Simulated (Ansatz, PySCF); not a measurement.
Process, species as SMILES: FCF + 2 [H][H] (H2) -> C (CH4) + 2 F (HF)
Each molecule is optimised on its own at B3LYP-D3(BJ)/def2-TZVP (Ansatz, a program for electronic structure).

Property: energy of full hydrogenation (electronic energy difference), in kcal/mol. Correlated levels leave the core frozen unless marked. Spin-orbit coupling is left out. Non-relativistic. Basis-set limits of correlation are two-point, X^-3; Hartree-Fock from the larger set.

| level | program | energy of full hydrogenation (kcal/mol) |
|---|---|---|
| BP86/def2-TZVPD | PySCF | -41.7 |
| TPSS-D3(BJ)/def2-TZVPD | PySCF + dftd3 | -34.0 |
| M06-L/def2-TZVPD | PySCF | -45.0 |
| BHLYP/def2-TZVPD | Ansatz | -43.8 |
| TPSSh-D3(BJ)/def2-TZVPD | PySCF + dftd3 | -36.0 |
| HSE06/def2-TZVPD | Ansatz | -44.6 |
| wB97M-V/def2-TZVPD | Ansatz | -43.3 |
| RPA@PBE/cc-pVTZ | Ansatz | -41.2 |
| RPA@PBE/cc-pVQZ | Ansatz | -43.5 |
| MP2/STO-3G | Ansatz | 3.2 |
| MP2/6-31G* | Ansatz | -27.9 |
| MP2/aug-cc-pVDZ | Ansatz | -51.7 |
| CCSD/CBS(cc-pVTZ,cc-pVQZ) | Ansatz | -47.2 |
| CCSD(T) with core electrons/cc-pwCVTZ | Ansatz | -44.6 |
| CCSD(T)/CBS(cc-pVTZ,cc-pVQZ) | Ansatz | -46.4 |
